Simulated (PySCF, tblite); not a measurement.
Species: C5H10AlClN2.
Atom-mapped SMILES: `[N:1]#[C:2][CH2:3][C@@H:4]1[CH2:5][C@H:6]1[Al@@H-:7]([NH3+:8])[Cl:9]` (hydrogens: H10, H11 on C3; H12 on C4; H13, H14 on C5; H15 on C6; H16 on Al7; H17, H18, H19 on N8)

Cartesian coordinates in Å at the GFN2-xTB level; atoms count from 1:
```
atom  x, y, z in Å
N1    -0.398    2.743   -0.083
C2    -1.123    1.937    0.292
C3    -1.892    0.793    0.685
C4    -1.130   -0.392    0.112
C5    -1.060   -1.700    0.817
C6     0.174   -0.828    0.757
Al7    1.530   -1.018   -0.696
N8     1.913    1.011   -0.992
Cl9    3.423   -1.734   -0.433
H10   -2.908    0.863    0.284
H11   -1.941    0.739    1.775
H12   -1.164   -0.433   -0.974
H13   -1.095   -2.593    0.209
H14   -1.575   -1.802    1.764
H15    0.355   -0.322    1.709
H16    0.861   -1.361   -2.053
H17    2.165    1.142   -1.970
H18    2.712    1.305   -0.432
H19    1.144    1.658   -0.780
```

Jobs on this species (19 atoms, 84 electrons) with PySCF (density fitting) and tblite. Hardware of each: an Arm Neoverse V1 with one thread, shared host. Other jobs ran on the host; a repeat could differ by tens of per cent or more.

Problem. Rank these jobs by wall time, shortest first.
A. GFN2-xTB; L-BFGS relaxation
B. GFN2-xTB; Hessian by finite differences
C. PBE0/pcSseg-1; shieldings, ring-centre shieldings, charges and field gradients, density and orbital grids written; 217 basis functions

Solution. B (0.91 s), A (1.9 s), C (62 s).

All jobs:

```csv
level and settings,work,basis functions,SCF cycles,wall time
GFN2-xTB,Hessian by finite differences,–,–,0.91 s
GFN2-xTB,L-BFGS relaxation,–,–,1.9 s
PBE0/pcSseg-1,"shieldings, ring-centre shieldings, charges and field gradients, density and orbital grids written",217,14,62 s
```

Problem. What do all jobs in the table cost together?

Solution. About 65 s; the longest takes about 96 % of that, and about 68 times as long as the shortest.
